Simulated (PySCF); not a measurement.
CH$_{3}$BeI (SMILES [CH3][Be][I]), singlet, at a GFN2-xTB geometry (such geometries of metal compounds can be far from the true shape) (core potentials on I); DF-PBE0/def2-SVP run with PySCF.

PySCF was given this input:
```python
from pyscf import gto, scf, dft

mol = gto.Mole()
mol.atom = '''
    Be   -1.014544   -0.476652    1.020160
    I     0.460636    0.216416   -0.463186
    C    -2.162131   -1.015810    2.174100
    H    -2.694522   -1.922111    1.884366
    H    -2.951318   -0.294936    2.389253
    H    -1.736925   -1.251517    3.150015
'''
mol.basis = 'def2-svp'
mol.ecp = {'I': 'def2-svp'}
mol.charge = 0
mol.spin = 0
mol.verbose = 4
mol.max_memory = 1800
mol.build()

mf = dft.RKS(mol)
mf.xc = 'pbe0'
mf = mf.density_fit(auxbasis='def2-universal-jkfit')
mf.kernel()
```

It wrote (shortened):

```
PySCF version 2.14.0

[INPUT] verbose = 4
[INPUT] num. atoms = 6
[INPUT] num. electrons = 38
[INPUT] charge = 0
[INPUT] spin (= nelec alpha-beta = 2S) = 0
[INPUT] symmetry False subgroup None
[INPUT] Mole.unit = angstrom
[INPUT] Symbol           X                Y                Z      unit          X                Y                Z       unit  Magmom
[INPUT]  1 Be    -1.014544000000  -0.476652000000   1.020160000000 AA   -1.917210301321  -0.900741736726   1.927823003236 Bohr   0.0
[INPUT]  2 I      0.460636000000   0.216416000000  -0.463186000000 AA    0.870475883115   0.408966968974  -0.875294684733 Bohr   0.0
[INPUT]  3 C     -2.162131000000  -1.015810000000   2.174100000000 AA   -4.085835435432  -1.919602694594   4.108453567417 Bohr   0.0
[INPUT]  4 H     -2.694522000000  -1.922111000000   1.884366000000 AA   -5.091908616615  -3.632263371014   3.560935658442 Bohr   0.0
[INPUT]  5 H     -2.951318000000  -0.294936000000   2.389253000000 AA   -5.577182726499  -0.557348264275   4.515033812295 Bohr   0.0
[INPUT]  6 H     -1.736925000000  -1.251517000000   3.150015000000 AA   -3.282312548910  -2.365024370237   5.952665638272 Bohr   0.0

nuclear repulsion = 72.8710215101536
number of shells = 30
number of NR pGTOs = 125
number of NR cGTOs = 64
basis = def2-svp
ecp = {'I': 'def2-svp'}

******** <class 'pyscf.df.df_jk.DFRKS'> ********
method = DFRKS
initial guess = minao
damping factor = 0
level_shift factor = 0
DIIS = <class 'pyscf.scf.diis.CDIIS'>
diis_start_cycle = 1
diis_space = 8
diis_damp = 0
SCF conv_tol = 1e-09
SCF conv_tol_grad = None
SCF max_cycles = 50
direct_scf = False
XC library pyscf.dft.libxc version 7.1.2
    S. Lehtola, C. Steigemann, M. J. T. Oliveira, and M. A. L. Marques,  SoftwareX 7, 1–5 (2018)
XC functionals = pbe0
    C. Adamo and V. Barone,  J. Chem. Phys. 110, 6158 (1999)
    M. Ernzerhof and G. E. Scuseria,  J. Chem. Phys. 110, 5029 (1999)
radial grids:
    Treutler-Ahlrichs [JCP 102, 346 (1995); DOI:10.1063/1.469408] (M4) radial grids

becke partition: Becke, JCP 88, 2547 (1988); DOI:10.1063/1.454033
pruning grids: <function nwchem_prune>
grids dens level: 3
symmetrized grids: False
atomic radii adjust function: <function treutler_atomic_radii_adjust>
small_rho_cutoff = 0
Set gradient conv threshold to 3.16228e-05
Initial guess from minao.
tot grids = 79224
******** <class 'pyscf.df.df.DF'> ********
auxbasis = def2-universal-jkfit
init E= -321.092829352404
  HOMO = -0.667481469123911  LUMO = -0.582475990934537  gap/eV = 2.31312
cycle= 1 E= -350.639164602342  delta_E= -29.5  |g|= 2.93  |ddm|= 9.18
  HOMO = -0.05284662595799  LUMO = 0.00146142991810372  gap/eV = 1.47780
cycle= 2 E= -347.586296608347  delta_E= 3.05  |g|= 3.28  |ddm|= 9.89
  HOMO = -0.0827823593472754  LUMO = 0.00446347554656512  gap/eV = 2.37408
cycle= 3 E= -351.784970891906  delta_E= -4.2  |g|= 1.06  |ddm|= 7.36
  HOMO = -0.301814897690336  LUMO = -0.066315591385001  gap/eV = 6.40826
cycle= 4 E= -352.225604330118  delta_E= -0.441  |g|= 0.543  |ddm|= 2.45
  HOMO = -0.26172646243886  LUMO = -0.0261208903698195  gap/eV = 6.41115
cycle= 5 E= -352.296497128316  delta_E= -0.0709  |g|= 0.167  |ddm|= 0.579
  HOMO = -0.283881615243547  LUMO = -0.0127488488998387  gap/eV = 7.37790
cycle= 6 E= -352.305910318529  delta_E= -0.00941  |g|= 0.0558  |ddm|= 0.278
  HOMO = -0.290727364020414  LUMO = -0.0169706200429016  gap/eV = 7.44930
cycle= 7 E= -352.306931821639  delta_E= -0.00102  |g|= 0.00879  |ddm|= 0.0783
  HOMO = -0.290037924385837  LUMO = -0.0157521186588572  gap/eV = 7.46370
cycle= 8 E= -352.306964657879  delta_E= -3.28e-05  |g|= 0.00149  |ddm|= 0.0177
  HOMO = -0.289649081781765  LUMO = -0.0158117772926268  gap/eV = 7.45149
cycle= 9 E= -352.306965656094  delta_E= -9.98e-07  |g|= 0.00021  |ddm|= 0.00271
  HOMO = -0.289673784273275  LUMO = -0.0158350000716035  gap/eV = 7.45153
cycle= 10 E= -352.306965671642  delta_E= -1.55e-08  |g|= 3.63e-05  |ddm|= 0.000333
  HOMO = -0.289674162390279  LUMO = -0.0158319358427651  gap/eV = 7.45163
cycle= 11 E= -352.306965672251  delta_E= -6.1e-10  |g|= 4.51e-06  |ddm|= 8.16e-05
  HOMO = -0.289672851014847  LUMO = -0.0158320138354715  gap/eV = 7.45159
Extra cycle  E= -352.306965672257  delta_E= -5.8e-12  |g|= 3.95e-06  |ddm|= 1.53e-05
converged SCF energy = -352.306965672257
```
